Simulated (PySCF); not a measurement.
Input for PySCF: R-B3LYP/LANL2DZ on AsH3N2 (a complex), monomers drawn apart or pushed together.

```python
from pyscf import gto, scf, dft, mp
from pyscf.data.elements import chemcore

mol = gto.M(
    atom='''
    N     0.24158190   -0.23289790   -1.00821241
    N     0.46009790   -0.69625344   -0.04515045
    As   -0.87494227    0.45432744    6.02537212
    H     0.60984586    0.11732651    6.09620221
    H    -1.25817482   -1.01390542    5.88139770
    H    -1.01968780    0.40501252    7.54335840
    ''',
    basis='lanl2dz',
    ecp={'As': 'lanl2dz'},
    charge=0, spin=0, verbose=3, max_memory=1800)
mf = dft.RKS(mol, xc='b3lyp')
mf.conv_tol = 1e-8
mf.max_cycle = 100
mf.kernel()
if not mf.converged:
    mf = mf.newton().run(mf.mo_coeff, mf.mo_occ)
```

**Question.** Give the final energy of this run.

**Answer.** -117.3722 hartree.
